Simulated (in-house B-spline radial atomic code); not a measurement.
**RPA and G0W0 on HSE06: the phosphorus ion P⁵⁺**

Configuration [He] 2s2 2p6, mean-field start HSE06. Computed with an all-electron radial atomic-structure program (B-spline basis): all electrons, scalar-relativistic (spin-free one-electron X2C), finite nucleus, each spin shell either full or empty, empty states to l = 9 with an (l + 1/2)⁻⁴ tail; G0W0 by contour deformation at full frequency.

Command:
```bash
python run_gw.py task.json out
```
Settings (radii: box in bohr, nucleus in fm):
```
Z                        15
electrons                10
configuration            [He] 2s2 2p6
hamiltonian              x2c
method                   hse06
lmax                     9
rms_radius               3.1889
spin_polarised           False
box_radius               10.43
intervals                68
```

Run time, properties included: 1.7 s on 1 thread of Intel(R) Xeon(R) Platinum 8488C (shared host).

Energies (hartree):

| term | value |
| --- | --- |
| mean-field total | -335.47306 |
| Hartree-Fock functional on these orbitals | -335.17578 |
| direct second order | -0.66079 |
| second-order exchange | 0.23426 |
| SOSEX correction | 0.22002 |

(1) What is the RPA correlation energy, and what remains with SOSEX?

Quasi-particle levels (eV):

| level | occupied | mean field | Σx - vxc | Σc | QP weight | G0W0 |
| --- | --- | --- | --- | --- | --- | --- |
| 2p | yes | -205.34 | -17.21 | ? | ? | ? |
| 2s | yes | -256.71 | -23.47 | 4.76 | 0.965 | -275.43 |
| 1s | yes | -2186.73 | -74.32 | 26.18 | 0.893 | -2234.87 |
| 3s | no | -69.77 | 5.43 | -0.61 | 0.997 | -64.94 |

G0W0 = mean field + (Σx - vxc) + Σc, with Σc (partial-wave tail included) taken at the quasi-particle energy.

(2) Where does G0W0 put 2p?

## Answers

(1) RPA gives -0.60418 hartree (-1.64 eV per electron); RPA + SOSEX gives -0.38416, and the second-order doubles -0.42653 hartree (no singles). RPA lacks exchange-type terms and so overcorrelates at short range.

(2) At -220.59 eV, with Σc = 1.97 eV and a quasi-particle weight of 0.975. The tabulated removal energy is 220.43 ± 0.005 eV (NIST, semi-empirical); the calculation leaves out spin-orbit coupling, Breit and QED terms, and what these don't explain is the method's own error.
